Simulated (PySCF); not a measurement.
Species: CH7BFPSi.
SMILES: `FB(C)P[SiH3]`

Torsions of this conformer, `[CH3:1][B:2]([F:3])[PH:4][SiH3:5]`: C1–B2–P4–Si5 -135°.

The closed-shell ground state was solved at several levels (PySCF, density fitting, gas phase, non-relativistic). One conformer (not necessarily the lowest) at the PBE0-D3(BJ)/def2-SVP geometry, without solvent, vibrations or thermal averaging.

```json
{"level": "PBE/pcSseg-2", "basis functions": "292", "HOMO (eV)": "-6.27", "LUMO (eV)": "-1.83", "gap (eV)": "4.44", "dipole (D)": "1.38"}
{"level": "PBE0/def2-SVPD", "basis functions": "167", "HOMO (eV)": "-7.37", "LUMO (eV)": "-0.93", "gap (eV)": "6.44", "dipole (D)": "1.42"}
{"level": "PBE0/pcSseg-2", "basis functions": "292", "HOMO (eV)": "-7.37", "LUMO (eV)": "-0.90", "gap (eV)": "6.47", "dipole (D)": "1.47"}
{"level": "PBE0/IGLO-III", "basis functions": "263", "HOMO (eV)": "-7.35", "LUMO (eV)": "-0.87", "gap (eV)": "6.48", "dipole (D)": "1.39"}
{"level": "PBE0/STO-3G", "basis functions": "40", "HOMO (eV)": "-3.89", "LUMO (eV)": "3.08", "gap (eV)": "6.97", "dipole (D)": "0.70"}
{"level": "HF/def2-SVPD", "basis functions": "167", "HOMO (eV)": "-9.82", "LUMO (eV)": "2.09", "gap (eV)": "11.91", "dipole (D)": "1.55"}
```

Task: What might LDA/def2-SVPD (167 basis functions) give for the same quantities?

Result: HOMO -6.35 eV, LUMO -2.06 eV, gap 4.29 eV, dipole 1.39 D.

Task: Over all these levels, which gives the widest orbital gap and which the narrowest?

Result: HF/def2-SVPD (Hartree–Fock, all exact exchange) has the widest, 11.91 eV, and LDA/def2-SVPD (LDA) the narrowest, 4.29 eV. The two share the basis. From the narrowest to the widest the HOMO moves by -3.47 eV and the LUMO by +4.15 eV.

Task: How much does the basis alone move the frontier levels among the 4 PBE0 rows?

Result: The HOMO by 3.48 eV and the LUMO by 4.01 eV. By rising basis size (HOMO, LUMO in eV): STO-3G -3.89, 3.08; def2-SVPD -7.37, -0.93; IGLO-III -7.35, -0.87; pcSseg-2 -7.37, -0.90.

Task: In the def2-SVPD basis, how does the gap go with the fixed share of exact exchange?

Result: LDA (0 %) 4.29 eV; PBE0 (25 %) 6.44 eV; HF (100 %) 11.91 eV. Each rise in the share widens the gap here.

Task: How far do the dipole and the HOMO energy spread over the levels?

Result: The dipole runs from 0.70 to 1.55 D (mean 1.33 D) and the HOMO from -9.82 to -3.89 eV.
